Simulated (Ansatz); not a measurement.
System: Au$_{2}$, charge 0, multiplicity 1. SMILES: [Au][Au]
Coordinates optimised at B3LYP-D3(BJ)/def2-TZVP (Ansatz, an electronic-structure program):
```xyz
2

Au     0.0000     0.0000    -1.2768
Au     0.0000     0.0000     1.2768
```

Quantity: atomisation energy, in kcal/mol. Conventions: LANL2DZ with its own core potentials from Na on; UHF or UKS for open shells; atomisation electronic, to ground-state atoms; def2 sets with scalar-relativistic core potentials past Kr; valence correlation only (noble-gas shells and the d and f shells of earlier blocks); no spin-orbit coupling. Ab initio and DFT rows: single points at B3LYP-D3(BJ) geometries (Ansatz).

| level | program | atomisation energy (kcal/mol) |
|---|---|---|
| SVWN5/LANL2DZ | Ansatz | 63.6 |
| PBE/LANL2DZ | Ansatz | 50.0 |
| BLYP/LANL2DZ | Ansatz | 45.8 |
| B3LYP/LANL2DZ | Ansatz | 43.2 |
| B3LYP/def2-SVP | Ansatz | 43.6 |
| MP2/LANL2DZ | Ansatz | 39.7 |
| PBE/def2-TZVPD | Ansatz | 52.0 |
| B3LYP-D3(BJ)/def2-TZVPD | Ansatz + dftd3 | 46.9 |
| B2PLYP-D3(BJ)/def2-TZVPD | Ansatz + dftd3 | 48.2 |

No value to compare with is used here. The 6 habitual levels span 39.7 (MP2/LANL2DZ) to 63.6 kcal/mol (SVWN5/LANL2DZ); B2PLYP-D3(BJ)/def2-TZVPD gives 48.2.

The levels are drawn from those run, B3LYP/6-31G* more often than the rest, none by its result; left out are runs that failed, that the program found above a lower state of the same kind, or whose <S^2> lies over 0.5 above the pure value.
